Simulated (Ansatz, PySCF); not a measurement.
Molecule: Si2H5Cl, charge 0, multiplicity 1. SMILES: [SiH3][SiH2]Cl
Geometry from a B3LYP-D3(BJ)/def2-TZVP (Ansatz, a program for electronic structure) optimisation:
```
Si
H 1 1.4800
H 1 1.4800 2 108.86
Cl 1 2.0783 2 107.66 3 116.43
Si 1 2.3421 2 111.94 3 -124.28
H 5 1.4812 1 109.60 2 -178.82
H 5 1.4812 6 109.49 1 -120.26
H 5 1.4837 6 109.27 7 -119.64
```

Quantity: atomisation energy, in kcal/mol. Terms: no dispersion term unless named; valence correlation only; 6-311+G** with 5d, 6d on Na to Ar in Ansatz; open shells spin-unrestricted; six Cartesian d functions in 6-31G* and its kin unless marked 5d; LANL2DZ with its own core potentials from Na on; non-relativistic; atomisation electronic, to ground-state atoms; spin-orbit terms left out. CBS marks a two-point X^-3 extrapolation of the correlation energy; Hartree-Fock from the larger set (for Q and 5 zeta extrapolated as (X+1)exp(-9√X)). Ab initio and DFT rows: single points at B3LYP-D3(BJ) geometries (Ansatz).

Coupled cluster (Ansatz) is a level with limits of its own, used here on species with T1 under 0.025 (0.045 for open shells) and stable references: CCSD(T)/CBS(cc-pV(Q+d)Z,cc-pV(5+d)Z).

Value to compare with, CCSD(T)/CBS(cc-pV(Q+d)Z,cc-pV(5+d)Z) (Ansatz): 551.5 kcal/mol.

```
level               program  atomisation energy (kcal/mol)  difference
------------------  -------  -----------------------------  ----------
HF/3-21G             Ansatz                          352.0      -199.5
HF/LANL2DZ           Ansatz                          372.2      -179.3
HF/6-311+G**         Ansatz                          416.0      -135.5
PBE/def2-SVP         Ansatz                          533.8       -17.7
B3LYP/STO-3G         Ansatz                          742.7       191.2
B3LYP/6-31G*         Ansatz                          532.4       -19.1
B3LYP/6-31+G*        Ansatz                          532.2       -19.3
B3LYP/def2-SVP       Ansatz                          534.9       -16.6
M06-2X/6-311+G**      PySCF                          537.5       -14.0
B3PW91/6-31G* (5d)    PySCF                          532.4       -19.1
B3LYP/def2-TZVPD     Ansatz                          540.4       -11.1
PBE0/def2-TZVPD      Ansatz                          538.8       -12.7
```

Among the 10 habitual levels, HF/3-21G lies farthest from CCSD(T)/CBS(cc-pV(Q+d)Z,cc-pV(5+d)Z) (Ansatz) (-199.5 kcal/mol) and M06-2X/6-311+G** nearest (-14.0); 1 of 10 lie above it, and their mean absolute difference is 81.1 kcal/mol, the median 19.2. One case shows no general order.

The levels are drawn from those run, B3LYP/6-31G* more often than the rest, none by its result; left out are runs that failed, that the program found above a lower state of the same kind, or whose <S^2> lies over 0.5 above the pure value.
